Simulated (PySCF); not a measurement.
disulfane (H2S2), SMILES SS. The structure is a stationary point at PBE-D3(BJ)/def2-TZVP.

Computed with PBE-D3(BJ)/def2-TZVP in PySCF.

Harmonic wavenumbers (cm⁻¹): 455, 504, 866, 869, 2549, 2553. Rotational constants (GHz): 144.1, 6.897, 6.896; symmetry number 2.

### Question
Work out the zero-point energy and the ideal-gas rigid-rotor harmonic-oscillator thermochemistry at 298.15 K and 1 atm.

### Answer
ZPE = ½ Σ hcν = ½ × 7796 cm⁻¹ = 46.63 kJ/mol. H − E(el) = 58.13 kJ/mol. Entropy in J/(mol K): translation 161.02, rotation 83.68, vibration 7.31, total 252.01. G − E(el) = -17.01 kJ/mol. Cp = 48.68 J/(mol K).
